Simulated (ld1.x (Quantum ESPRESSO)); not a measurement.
## Building the PAW potential for mercury (Wu–Cohen, scalar-relativistic).

mercury (Hg), PAW, made with ld1.x (Quantum ESPRESSO) 7.5 (Wu–Cohen, scalar-relativistic). Core [Kr] 4d10, reference 4f14 5s2 5p6 5d10 6s2 6p0. Waves: 5s (bound): rcut 1.25, rcutus 1.50 bohr; 6s (bound): rcut 1.25, rcutus 1.50 bohr; 5p (bound): rcut 1.75, rcutus 1.95 bohr; 6p (bound, empty): rcut 1.75, rcutus 1.95 bohr; 5d (bound): rcut 1.20, rcutus 1.65 bohr; 5d channel at 0.05 Ry: rcut 1.20, rcutus 1.65 bohr; 4f (bound): rcut 0.85, rcutus 1.05 bohr; 4f channel at -5.8 Ry: rcut 0.85, rcutus 1.05 bohr. Local part: all-electron potential smoothed inside 1.60 bohr (lloc = -1). Core correction: Bessel-smoothed model core inside 0.85 bohr. Augmentation charge: PSQ, radius 0.90 bohr.

All-electron outer shells of the reference configuration (Wu–Cohen, scalar-relativistic, ld1.x):

```
shell  level (eV)  outermost node (bohr)  outermost maximum (bohr)
   4p     -576.72                   0.22                      0.39
   4d     -348.72                   0.20                      0.40
   5s     -118.26                   0.47                      0.82
   4f      -95.96                      –                      0.37
   5p      -66.54                   0.51                      0.93
   5d       -9.87                   0.55                      1.17
   6s       -6.87                   1.08                      2.21
   6p       -0.98                   1.28                      3.26
```

Question: Does this generation succeed?

Answer: No. ld1.x (Quantum ESPRESSO) 7.5 stopped with "compute_chi: chi too large beyond r_c": the function χ = (ε − T − V_loc)φ does not vanish beyond the cutoff radius.
